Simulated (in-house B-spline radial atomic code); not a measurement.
Configurations of Pm IV (Pm3+), with energies counted from [Xe] 4f4. All numbers are computed (scalar-relativistic (X2C) B97-1, spin-polarised, spherical fractional occupations, exact exchange averaged over the configuration; Fermi nucleus of rms radius 4.962 fm) with an all-electron radial atomic-structure program (B-spline basis), not measured. Shells without spins written out take the highest spin.

Occupations are held fixed; configurations that lie above the ionisation limit could autoionise.

```csv
configuration,E - E(ref) (eV),highest orbital,its <r> (bohr)
[Xe] 4f3 6s1,14.612,6s up,3.127
[Kr] 4d10 4f4 5s2 5p5 6s1,27.532,6s up,3.15
[Kr] 4d9 4f4 5s2 5p6 5d1,130.33,5d up,2.106
[Kr] 4d9 4f4 5s2 5p6 6d1,146.54,6d up,4.796
```

Question: Order these further configurations by energy, lowest first.
A. [Kr] 4d10 4f4 5s2 5p5 6d1
B. [Kr] 4d9 4f4 5s2 5p6 6p1
C. [Xe] 4f3 5d1
D. [Kr] 4d10 4f5 5s2 5p5

Answer: C (10.332 eV), D (16.566 eV), A (39.163 eV), B (139.95 eV).
